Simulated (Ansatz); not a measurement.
`CN[CH2][GeH3]`. Total charge 0; spin multiplicity 1. Geometry: relaxed with PBE0-D4/def2-TZVP. It is one conformer, not always the lowest.

```xyz
13

C    -1.957    0.549    0.293
N    -0.682    0.392   -0.373
C     0.328   -0.213    0.468
Ge    2.030   -0.371   -0.498
H    -1.854    1.265    1.112
H    -2.354   -0.388    0.718
H    -2.694    0.950   -0.407
H    -0.801   -0.149   -1.219
H     0.504    0.436    1.333
H     0.042   -1.200    0.872
H     2.624    1.017   -0.783
H     1.780   -1.089   -1.840
H     3.034   -1.200    0.324
```

Question: What is the dipole moment at PBE/def2-TZVPP? (Best estimate.)

Answer: The calculation gave: 1.17 D, with components (-0.96, -0.59, 0.33) D in this frame, pointing from negative to positive charge.

Question: And with r2SCAN, B3LYP, ωB97M-V? (Estimate.)

Answer: Computed: r2SCAN 1.19 D, B3LYP 1.20 D, ωB97M-V 1.19 D.

Question: Give the Mulliken charges with PBE, r2SCAN, B3LYP in def2-TZVPP. (Best estimate.)

Answer: The calculation gave: 
```json
{"atom": "C1", "PBE": "-0.19", "r2SCAN": "-0.04", "B3LYP": "-0.17"}
{"atom": "N2", "PBE": "-0.23", "r2SCAN": "-0.27", "B3LYP": "-0.26"}
{"atom": "C3", "PBE": "-0.17", "r2SCAN": "-0.10", "B3LYP": "-0.16"}
{"atom": "Ge4", "PBE": "0.09", "r2SCAN": "0.12", "B3LYP": "0.11"}
{"atom": "H5", "PBE": "0.09", "r2SCAN": "0.05", "B3LYP": "0.09"}
{"atom": "H6", "PBE": "0.07", "r2SCAN": "0.03", "B3LYP": "0.07"}
{"atom": "H7", "PBE": "0.09", "r2SCAN": "0.05", "B3LYP": "0.09"}
{"atom": "H8", "PBE": "0.13", "r2SCAN": "0.12", "B3LYP": "0.12"}
{"atom": "H9", "PBE": "0.10", "r2SCAN": "0.07", "B3LYP": "0.10"}
{"atom": "H10", "PBE": "0.08", "r2SCAN": "0.06", "B3LYP": "0.08"}
{"atom": "H11", "PBE": "-0.01", "r2SCAN": "-0.02", "B3LYP": "-0.01"}
{"atom": "H12", "PBE": "-0.03", "r2SCAN": "-0.03", "B3LYP": "-0.03"}
{"atom": "H13", "PBE": "-0.02", "r2SCAN": "-0.02", "B3LYP": "-0.02"}
```

B3LYP here is the variant with VWN-RPA as its local correlation; programs differ in this.
